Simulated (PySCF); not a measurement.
Gas-phase reaction: SiI₄ + 6 H₂ + 3 Si → 4 SiH₃I

Energies from PySCF (xtb for GFN2), thermal terms from the rigid-rotor harmonic-oscillator model, ideal gas at 1 bar. † marks an energy on the PBE0/def2-TZVP geometry and frequencies; other levels use their own. MP2 freezes the core. Open shells (unrestricted): Si (multiplicity 3, electronic degeneracy 9); the rest are closed-shell singlets. GFN2 has no spin-polarisation term. Spin-orbit splitting is ignored; it lowers the true energy and changes the entropy of Si. B3LYP is the form with VWN-RPA correlation. I: scalar-relativistic def2 core potential, no spin-orbit coupling. MP2 isn't extrapolated to the basis-set limit; its ΔH°(298 K) is -1225.0 kJ in def2-SVP and -1241.5 kJ in def2-TZVPP. The harmonic model lacks anharmonicity and excited electronic states, which grow with temperature; levels with a mode under 35 cm⁻¹ are left out. Soft modes under 120 cm⁻¹ make the harmonic entropy rough for SiI₄.

ΔH° and ΔS° at 298 K: B3LYP/def2-TZVP† -1269 kJ, -619 J/K; GFN2-xTB -1880 kJ, -622 J/K; MP2/def2-SVP† -1225 kJ, -619 J/K; MP2/def2-TZVPP† -1242 kJ, -619 J/K; PBE/def2-TZVP† -1265 kJ, -619 J/K.

With the heat capacities included, give log10 K (1 bar) at 500, 600, 1000, 1400, 1800 K from B3LYP/def2-TZVP†, GFN2-xTB, MP2/def2-SVP†, MP2/def2-TZVPP†, PBE/def2-TZVP†.


```json
[
 {"T (K)": "500", "B3LYP/def2-TZVP†": "99.7", "GFN2-xTB": "163.4", "MP2/def2-SVP†": "95.0", "MP2/def2-TZVPP†": "96.8", "PBE/def2-TZVP†": "99.2"},
 {"T (K)": "600", "B3LYP/def2-TZVP†": "77.2", "GFN2-xTB": "130.4", "MP2/def2-SVP†": "73.3", "MP2/def2-TZVPP†": "74.8", "PBE/def2-TZVP†": "76.8"},
 {"T (K)": "1000", "B3LYP/def2-TZVP†": "32.1", "GFN2-xTB": "64.1", "MP2/def2-SVP†": "29.7", "MP2/def2-TZVPP†": "30.6", "PBE/def2-TZVP†": "31.8"},
 {"T (K)": "1400", "B3LYP/def2-TZVP†": "12.8", "GFN2-xTB": "35.7", "MP2/def2-SVP†": "11.1", "MP2/def2-TZVPP†": "11.7", "PBE/def2-TZVP†": "12.6"},
 {"T (K)": "1800", "B3LYP/def2-TZVP†": "2.1", "GFN2-xTB": "20.0", "MP2/def2-SVP†": "0.8", "MP2/def2-TZVPP†": "1.3", "PBE/def2-TZVP†": "2.0"}
]
```
